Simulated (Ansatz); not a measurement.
Relaxation of H$_{4}$OSn (6 atoms, charge 0, multiplicity 1), to a largest force component of 0.02 eV/Å in at most 40 steps.

Level of theory: Ansatz 0.2.0, RKS BHLYP/def2-SVP.

```xyz
6
Properties=species:S:1:pos:R:3
Sn 0.000 0.000 0.000
H 0.000 0.000 1.740
O 1.848 0.000 -0.653
H 2.165 -0.952 -0.769
H -0.820 1.420 -0.579
H -0.820 -1.420 -0.579
```

Task: Where does it end, and by what steps?

Result: It converged. The force dipped under the threshold on the way, but the program's further checks kept it going. After 8 steps the energy has fallen by 0.134 eV; H4 moved furthest, 0.25 Å.

```tsv
step	energy less start (eV)	largest force component (eV/Å)	accepted
0	0.0000	2.468	yes
1	-0.0993	0.856	yes
2	-0.1290	0.146	yes
3	-0.1305	0.041	yes
4	-0.1331	0.032	yes
5	-0.1333	0.093	yes
6	-0.1339	0.007	yes
7	-0.1340	0.048	yes
8	-0.1340	0.004	yes
```

```xyz
6
Properties=species:S:1:pos:R:3
Sn -0.067 -0.036 -0.008
H 0.075 -0.062 1.694
O 1.747 -0.053 -0.801
H 2.276 -0.817 -0.585
H -0.729 1.419 -0.578
H -0.928 -1.404 -0.562
```

Whether the end is a true minimum wasn't checked by a vibrational analysis.

Time of the run: 27 s on 1 thread of Intel(R) Xeon(R) Platinum 8259CL CPU @ 2.50GHz (Skylake/Cascade Lake), with other jobs on the host, peak memory 0.13 GiB.
